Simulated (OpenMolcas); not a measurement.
A calculation on Cu6+.

```json
{
  "Program": "OpenMolcas 26.06",
  "Method": "MS-RASPT2, IPEA 0.25 Eh, imaginary shift 0.1 Eh (closed shells correlated: 3s)",
  "Basis": "ANO-RCC-VQZP [7s6p4d3f2g1h]",
  "Scalar Hamiltonian": "DKH2, point nucleus",
  "Active space": "11 electrons in 8 orbitals (RAS1 3p, at most 2 holes; RAS2 3d)",
  "State averaging": "2S+1 = 6 even, 1 root; 2S+1 = 4 even, 24 roots; 2S+1 = 2 even, 53 roots",
  "Spin-orbit coupling": "state interaction with AMFI integrals over the reference wave functions, term energies averaged over their components"
}
```

**Question.** Which level of the active space comes out lowest?

**Answer.** 3d5 6S 5/2, with 100 % of that term; it is also the measured ground level.

**Question.** How high does 3d5 4G 9/2 lie?

**Answer.** 47730 cm-1 above the lowest level.

**Question.** How high does 3d5 4D 5/2 lie?

**Answer.** 58100 cm-1 above the lowest level; measured 56427 cm-1 above the ground level, so the calculation is off by +3 %.

**Question.** How high does 3d5 4G 7/2 lie?

**Answer.** 47650 cm-1 above the lowest level.

**Question.** The level at 52410 cm-1 has J = 5/2. What is it made of, and what is its g factor?

**Answer.** 87 % 3d5 4P 5/2, 12 % 3d5 4D; g = 1.570, against 1.601 from Landé's formula for the pure leading term.

Measured values: the list in Gamrath, thesis, University of Mons (2023).

Term energies are means over components that CASPT2 splits; among the terms shown or strongly mixed into the levels shown the widest spread is 380 cm-1 (3d5 4G). Active for correlation alone: 3p; no level in the range computed is led by a configuration that opens it, so any true level of that kind is missing. Measured partners are found by configuration, term and J. A level has none where our copy of the source lacks it or the pairing is in doubt (some pairs that miss far off the trend of their configuration count as doubtful), and it then counts in no deviation. Levels of configurations outside the active space are missing.
